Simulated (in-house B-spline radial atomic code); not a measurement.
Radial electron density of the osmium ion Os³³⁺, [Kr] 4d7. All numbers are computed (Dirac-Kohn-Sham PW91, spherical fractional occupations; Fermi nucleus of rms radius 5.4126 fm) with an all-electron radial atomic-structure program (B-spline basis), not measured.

Columns: r (bohr), 4πr²n(r) (electrons per bohr), bar.

```
0.000549    3.484 #
0.000659    4.654 #
0.000792    6.203 ##
0.000952    8.234 ###
 0.00114    10.81 ###
 0.00137    14.18 ####
 0.00165    18.53 ######
 0.00199    24.04 ########
 0.00239    30.68 ##########
 0.00287    38.68 ############
 0.00345    48.11 ###############
 0.00414    58.68 ##################
 0.00497    70.14 ######################
 0.00598    81.94 ##########################
 0.00718    92.83 #############################
 0.00863    101.7 ################################
  0.0104    107.4 ##################################
  0.0125    108.8 ##################################
   0.015    106.2 #################################
   0.018    101.3 ################################
  0.0216     97.1 ##############################
   0.026    97.53 ###############################
  0.0312    105.2 #################################
  0.0375    119.2 #####################################
  0.0451    133.8 ##########################################
  0.0542    140.3 ############################################
  0.0651    134.1 ##########################################
  0.0783    119.4 #####################################
   0.094    109.3 ##################################
   0.113    113.3 ####################################
   0.136    124.8 #######################################
   0.163    123.7 #######################################
   0.196    99.13 ###############################
   0.236    65.83 #####################
   0.283    49.46 ################
    0.34    51.59 ################
   0.409    51.65 ################
   0.491    37.17 ############
    0.59    17.56 ######
    0.71    5.134 ##
   0.853   0.9008 
    1.02  0.09233 
    1.23 0.004057 
    1.48 7.905e-05
```

On this grid the curve has 4 maxima, near 0.0125, 0.0542, 0.136, 0.409 bohr.

The 4d3/2 radial function P(r) = rR(r), positive near the nucleus, with its small component Q(r) (sign convention: Q ≈ (P' + κP/r)/2c):

```
r (bohr)         P          Q
 0.00497  0.002596    0.00609
 0.00718   0.00644    0.01155
  0.0104   0.01612    0.02136
   0.015   0.03939     0.0376
  0.0216   0.09288    0.06215
  0.0312    0.2082     0.0944
  0.0451    0.4257     0.1256
  0.0651    0.7521     0.1357
   0.094     1.058     0.1012
   0.136    0.9779    0.02074
   0.196     0.132   -0.05701
   0.283    -1.182    -0.0714
   0.409    -1.766   -0.02841
    0.59    -1.089   0.003229
   0.853   -0.2666   0.003746
    1.23  -0.01937  0.0004166
```
